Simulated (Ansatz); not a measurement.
`[CH3][Al]([OH])[SiH2]O` + `F[SiH3]` → `[CH3][Al]([OH])[SiH2]F` + `O[SiH3]`  (formal exchange of groups at the Al–Si bond)

Program: Ansatz. Geometries: PBE0-D4/def2-TZVP. ΔE: electronic, gas phase. CCSD(T)/CBS is the MP2 limit (def2-TZVPP, def2-QZVPP) plus CCSD(T) − MP2 in def2-TZVPP, frozen cores. This one scheme is used for every species. Functionals use def2-TZVPP. B3LYP here is the variant with VWN-RPA as its local correlation; programs differ in this. Each species was taken in one conformer, which may not be the lowest.

`[CH3][Al]([OH])[SiH2]O`:

```xyz
12

C     1.461   -1.818    0.295
Al    0.652   -0.050    0.225
O     1.694    1.268    0.515
Si   -1.716    0.481   -0.259
O    -1.978    2.116   -0.452
H     0.730   -2.625    0.202
H     2.192   -1.937   -0.511
H     2.003   -1.958    1.236
H     1.379    2.170    0.557
H    -2.605    0.093    0.873
H    -2.222   -0.267   -1.454
H    -1.590    2.525   -1.226
```

`F[SiH3]`:

Z-matrix (Å, degrees):
```
Si
F 1 1.600
H 1 1.482 2 108.3
H 1 1.482 2 108.3 3 -120.0
H 1 1.482 2 108.3 3 120.0
```

`[CH3][Al]([OH])[SiH2]F`:

Cartesian coordinates in Å:
```
C -1.523 0.940 1.034
Al 0.008 0.569 -0.102
O 0.751 1.870 -0.903
Si 0.984 -1.670 -0.489
F 2.242 -1.521 -1.497
H -1.764 2.006 1.043
H -1.337 0.626 2.066
H -2.410 0.394 0.697
H 1.508 1.759 -1.477
H 0.042 -2.643 -1.117
H 1.498 -2.331 0.747
```

`O[SiH3]`:

```xyz
6

O     0.049    0.268    1.252
Si   -0.162    0.006   -0.361
H     0.841   -0.081    1.663
H     0.939    0.607   -1.164
H    -1.449    0.647   -0.712
H    -0.218   -1.448   -0.678
```

Is it downhill or uphill in electronic energy at CCSD(T)/CBS, and by how much? (An estimate is asked.)

Ansatz gave: Downhill: ΔE = -1.0 kcal/mol.

What do these levels give: PBE-D4, B3LYP-D4, ωB97X-V, ωB97M-V, B2PLYP, r2SCAN, B3LYP, MP2/def2-TZVPP, CCSD/def2-TZVPP, CCSD(T)/def2-TZVPP, MP2/CBS(def2), CCSD/CBS(def2)? (An estimate is asked.)

Computed: PBE-D4 -1.1, B3LYP-D4 -1.3, ωB97X-V -1.4, ωB97M-V -1.3, B2PLYP -1.3, r2SCAN -1.2, B3LYP -1.5, MP2/def2-TZVPP -0.9, CCSD/def2-TZVPP -1.2, CCSD(T)/def2-TZVPP -1.0, MP2/CBS(def2) -1.0, CCSD/CBS(def2) -1.2 kcal/mol.

Largest T1 diagnostic among the species: 0.012.
